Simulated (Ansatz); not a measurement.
Process, species as SMILES: NBN -> [NH]BN + H atom (the H-N bond at the site shown breaks; other sites are not compared here)
Geometries: B3LYP-D3(BJ)/def2-TZVP minima from Ansatz (a quantum-chemistry and plane-wave program), one conformer each, not searched for the lowest.
Geometry of the first species:
SMILES: NBN
```xyz
8

B     -0.0373    -0.2294     0.4415
N     -1.2201     0.2041    -0.1962
N      1.2464    -0.0420    -0.1157
H     -0.1267    -0.7790     1.4993
H     -1.2476     0.6744    -1.0851
H     -2.1264     0.0644     0.2112
H      1.4236     0.4079    -0.9979
H      2.0791    -0.3552     0.3484
```
Charge 0, spin multiplicity 1.

Wanted: bond dissociation energy (electronic energy difference), in kcal/mol. Correlated levels leave the core frozen unless marked. Open shells are spin-unrestricted. No spin-orbit coupling. Non-relativistic. CBS(X,Y): correlation extrapolated as X^-3; Hartree-Fock from the larger set. The bracket is a focal-point correction in the basis named.

```
level                                                          program  bond dissociation energy (kcal/mol)
-------------------------------------------------------------  -------  -----------------------------------
BLYP/def2-TZVPD                                                 Ansatz                                  ___
PBE0/STO-3G                                                     Ansatz                                133.9
SCS-MP2/aug-cc-pVTZ                                             Ansatz                                122.8
RI-MP2/CBS(aug-cc-pVTZ,aug-cc-pVQZ)+[CCSD(T)-MP2]/aug-cc-pVTZ   Ansatz                                122.0
```

Task: Fill in the missing entries.

Result: 
- BLYP/def2-TZVPD, bond dissociation energy (kcal/mol): 114.9
